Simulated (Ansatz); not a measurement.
C3H7CdF (`C[CH](C)[Cd][F]`), relaxed with RKS PBE0-D4/def2-TZVP in the Gaussian-basis code of Ansatz from a PBE-D4/def2-SVP geometry. The force threshold is 0.005 eV/Å; the program also tests the step.

The species carries charge 0 and has multiplicity 1. Cd takes the def2 core potential.

Start:

```xyz
12

C     1.064   -0.678    0.658
C    -0.318   -0.208    0.197
C    -0.489    1.311    0.289
Cd   -0.750   -0.920   -1.761
F    -1.135   -1.579   -3.564
H     1.167   -1.782    0.642
H     1.881   -0.258    0.034
H     1.258   -0.344    1.704
H    -1.095   -0.699    0.822
H    -1.509    1.643    0.009
H     0.229    1.855   -0.360
H    -0.304    1.659    1.331
```

Q: By how much does the energy fall, and how many steps does the optimiser take? (An estimate is asked.)

A: The calculation gave: 3.71 kJ/mol, in 4 steps.

Q: Which bonds change most? (Best estimate.)

A: The calculation gave: C1–H7 from 1.110 to 1.094 Å; C3–H11 from 1.110 to 1.094 Å; C3–H12 from 1.115 to 1.098 Å; C1–H8 from 1.115 to 1.098 Å.

Q: Give the relaxed structure. (Best estimate.)

A: The calculation gave: 
```xyz
12

C     1.056   -0.665    0.658
C    -0.319   -0.214    0.187
C    -0.479    1.296    0.289
Cd   -0.747   -0.917   -1.759
F    -1.146   -1.570   -3.556
H     1.167   -1.752    0.651
H     1.857   -0.246    0.044
H     1.233   -0.325    1.687
H    -1.080   -0.692    0.812
H    -1.482    1.631    0.013
H     0.234    1.827   -0.347
H    -0.295    1.627    1.319
```
